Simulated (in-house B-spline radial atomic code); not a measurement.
**RPA and G0W0 on PBE: Se30+**

Configuration [He] 2s2, mean-field start PBE. Computed with an all-electron radial atomic-structure program (B-spline basis): all electrons, non-relativistic, point nucleus, each spin shell either full or empty, empty states to l = 9 with an (l + 1/2)⁻⁴ tail; G0W0 by contour deformation at full frequency.

Command:
```bash
python run_gw.py task.json out
```
Settings (radii: box in bohr, nucleus in fm):
```
Z                        34
electrons                4
configuration            [He] 2s2
hamiltonian              nr
method                   pbe,pbe
lmax                     9
spin_polarised           False
box_radius               3.04
intervals                45
ion_configuration        [He] 2s1
```

Time taken, with all properties: 0.8 s on 1 thread of Arm Neoverse V2, with other jobs on the host.

Energies (hartree):

```
                                     term        value
                         mean-field total  -1392.26204
Hartree-Fock functional on these orbitals  -1392.39286
                      direct second order      -1.1836
                    second-order exchange      0.58778
                         SOSEX correction      0.38284
```

Q: What is the RPA correlation energy, and what remains with SOSEX?

A: RPA gives -0.7725 hartree (-5.26 eV per electron); RPA + SOSEX gives -0.38966, and the second-order doubles -0.59584 hartree (no singles). SOSEX takes back 50 % of the RPA value.

Quasi-particle levels (eV):

```json
{"level": "2s", "occupied": "yes", "mean field": "-3389.92", "Σx - vxc": "-47.57", "Σc": "?", "QP weight": "?", "G0W0": "?"}
{"level": "1s", "occupied": "yes", "mean field": "-14579.07", "Σx - vxc": "-223.20", "Σc": "5.00", "QP weight": "0.997", "G0W0": "-14797.28"}
{"level": "2p", "occupied": "no", "mean field": "-3316.22", "Σx - vxc": "66.78", "Σc": "0.75", "QP weight": "0.986", "G0W0": "-3248.69"}
```

G0W0 = mean field + (Σx - vxc) + Σc, with Σc (partial-wave tail included) taken at the quasi-particle energy.

Q: Where does G0W0 put 2s?

A: At -3448.73 eV, with Σc = -11.24 eV and a quasi-particle weight of 0.958. The tabulated removal energy is 3507 ± 3 eV (NIST, semi-empirical); the calculation leaves out relativity, Breit and QED terms, and what these don't explain is the method's own error.

Q: What does it cost to remove one electron (to [He] 2s1) by differences of total energies, each species on its own start (correlation terms add to the Hartree-Fock functional)?

A: PBE 3441.15 eV, Hartree-Fock functional 3437.19 eV, + RPA 3449.30 eV, + RPA + SOSEX 3446.38 eV, + second order 3451.96 eV. Tabulated: 3507 ± 3 eV (NIST, semi-empirical); the calculation leaves out relativity, Breit and QED terms, and what these don't explain is the method's own error.
